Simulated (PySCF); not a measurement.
Input of a run (PBE0-D3(BJ)/def2-SVP geometry optimisation, gas phase (PySCF 2.14.0)), started from GFN2-xTB:
```
{"job": {"xc": "PBE0", "basis": "def2-SVP", "d3": "d3bj", "grid": 1, "shake": 0.01, "kind": "geom"}, "charge": 0, "multiplicity": 1}
C      1.911370     1.635150    -0.700840
C      1.673510     0.393640    -1.055770
C      0.627650    -0.478230    -0.512630
C      0.759900    -1.798340    -0.662960
C     -0.491040     0.100330     0.225520
C     -1.173660     1.172040    -0.190630
C     -0.811600    -0.562890     1.538130
N     -2.132590    -0.745310     1.740580
O      0.013480    -0.893380     2.364350
H      1.283400     2.158620     0.042300
H      2.686220     2.230880    -1.125410
H      2.342030    -0.075870    -1.764560
H      1.511620    -2.245080    -1.208650
H     -0.026340    -2.465760    -0.239460
H     -0.925850     1.651080    -1.112170
H     -1.985540     1.603210     0.384070
H     -2.834750    -0.491000     1.057430
H     -2.455340    -1.177130     2.610300
```

Output (energies in Eh, forces in Eh/bohr):
```
step   0  E = -401.33314514  max force = 0.058530
step   1  E = -401.34017027  max force = 0.017131
step   2  E = -401.34007047  max force = 0.012913
step   3  E = -401.34107412  max force = 0.002815
step   4  E = -401.34094785  max force = 0.003940
step   5  E = -401.34128992  max force = 0.000766
step   6  E = -401.34129640  max force = 0.001316
step   7  E = -401.34133929  max force = 0.000627
step   8  E = -401.34135746  max force = 0.000394
step   9  E = -401.34138531  max force = 0.000516
step  10  E = -401.34139607  max force = 0.000379
optimisation converged
```

Task: Summarise the run.

Result: The energy falls by 5.2 kcal/mol over 11 energy and gradient evaluations, the largest force component goes from 0.0585 to 3.8e-04 Eh/bohr, and the atoms move by 0.127 Å rms after alignment. The bond that changes most is C4–H13 (terminal =CH2 carbon to vinylic hydrogen), which lengthens by 0.062 Å. Bonds longer at the end by more than 0.005 Å: 11 of 17; shorter: 3. Among the angles that change most is C3–C4–H14, from 118.6° to 122.0°. Among the dihedrals that turn most is C5–C7–N8–H17, from 2° to 15°. The energy rose by more than 1e-6 Eh at steps 2 and 4. The first step brought 85 % of the lowering.

Task: What are the final bond lengths?

Result: C1=C2 1.339 Å, C2–C3 1.469 Å, C3=C4 1.347 Å, C3–C5 1.484 Å, C5=C6 1.343 Å, C5–C7 1.511 Å, C7–N8 1.362 Å, C7=O9 1.213 Å, C1–H10 1.092 Å, C1–H11 1.093 Å, C2–H12 1.096 Å, C4–H13 1.093 Å, C4–H14 1.092 Å, C6–H15 1.092 Å, C6–H16 1.093 Å, N8–H17 1.009 Å, N8–H18 1.012 Å. Numbering counts from 1 in the input's order; the species is `C=CC(=C)C(=C)C(N)=O`.

The run used 171 basis functions and 81 SCF cycles in all.

PBE0-D3(BJ)/def2-SVP frequencies: not computed here. One conformer, not necessarily the lowest.
